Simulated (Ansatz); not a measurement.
C6H6, triplet, geometry from GFN2-xTB (a higher spin typed on purpose: for a closed-shell molecule this is an excited state). Base run: SVWN5/6-31G* run with Ansatz (a quantum-chemistry and plane-wave program).

Here is a job for Ansatz.
Ansatz 0.2 input:
```yaml
crystal:
  periodic: [false, false, false]
  atoms:
    - {symbol: C, position_ang: [-0.84506378, 1.12846096, 0.22175988]}
    - {symbol: C, position_ang: [-1.39443514, -0.06865515, -0.09830087]}
    - {symbol: C, position_ang: [-0.57097837, -1.20700359, -0.30573960]}
    - {symbol: C, position_ang: [0.82993445, -1.12351932, -0.08797213]}
    - {symbol: C, position_ang: [1.40682046, 0.06054851, 0.23221639]}
    - {symbol: C, position_ang: [0.60278941, 1.27193957, 0.08684995]}
    - {symbol: H, position_ang: [-1.44888616, 1.98096673, 0.49236662]}
    - {symbol: H, position_ang: [-2.46819299, -0.19836118, -0.08793953]}
    - {symbol: H, position_ang: [-1.03058254, -2.17716369, -0.40813274]}
    - {symbol: H, position_ang: [1.40885967, -2.03697827, -0.06993663]}
    - {symbol: H, position_ang: [2.44694749, 0.13344312, 0.51045673]}
    - {symbol: H, position_ang: [0.91745239, 1.92746746, -0.72969618]}
basis:
  gaussian:
    orbitals: 6-31G*
hamiltonian:
  xc: {name: SVWN5}
magnetization: {spin_polarized: true, initial_magnetization: 2}
```

The base run was repeated with changes; each row names its change, and settings that it needs were set with it.

| change | ΔE vs base (mEh) |
|---|---|
| base | 0.000 |
| fitting.mean_field = cc-pVTZ-JKFIT | -0.078 |
| point_charge = charge:-1.0 position_ang:2.7615, 1.0697, -4.6664 | -0.009 |
| point_charge = charge:0.5 position_ang:-1.7931, -5.2477, -0.2137 | 0.623 |
| point_charge = charge:1.0 position_ang:-0.5445, 4.8996, 2.4161 | -4.442 |
| final_grid = 4, 8, 17 | 0.113 |
| lower_state_search = full | 0.000 |
| forces = on | 0.000 |
| fitting.mean_field = def2-universal-JKFIT | -0.088 |
| final_grid = 10, 20, 41 | 0.000 |
| accuracy = high | 0.002 |
